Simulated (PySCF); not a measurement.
**Computed properties of OSr, SMILES [Sr]=[O]**

OSr, SMILES [O]=[Sr]. The structure is a stationary point at B3LYP-D3(BJ)/def2-TZVPD. The def2 effective core potentials stand for the cores of Sr; spin–orbit coupling is left out. One conformer was computed; it need not be the lowest. All values are computed for the isolated molecule unless a solvent is named; none is compared with measurement here.

**Structure.** The optimised structure has C∞v symmetry. All 1 harmonic modes at B3LYP-D3(BJ)/def2-TZVPD (PySCF) are real, so it is a minimum.

**Vibrations.** The strongest infrared lines (harmonic, unscaled, degenerate partners summed) lie at 667 cm⁻¹ (113 km/mol, O 85 %, Sr 15 %). The softest mode is at 667 cm⁻¹ and the zero-point energy is 1.0 kcal/mol.

**Electronic structure.** ωB97X/def2-TZVPD (PySCF) places the frontier levels at -6.60 and -0.21 eV, a gap of 6.39 eV, and gives a dipole moment of 10.22 D and a mean polarisability of 47.1 bohr³. PBE/def2-TZVPD (PySCF) at the same geometry gives -3.64 and -2.33 eV, so its gap is 5.08 eV narrower. An orbital gap is neither the optical nor the fundamental gap.

**Excitations.** TDDFT-B3LYP/def2-TZVPD (PySCF) has S1 at 1.68 eV (737 nm, f = 0.044, weak); the most intense of the 10 singlets computed lies at 3.69 eV (f = 0.17). Strengths of degenerate partners are summed. T1 (TDA) is at 1.24 eV. TDDFT-PBE/def2-TZVPD (PySCF) puts S1 at 1.55 eV.
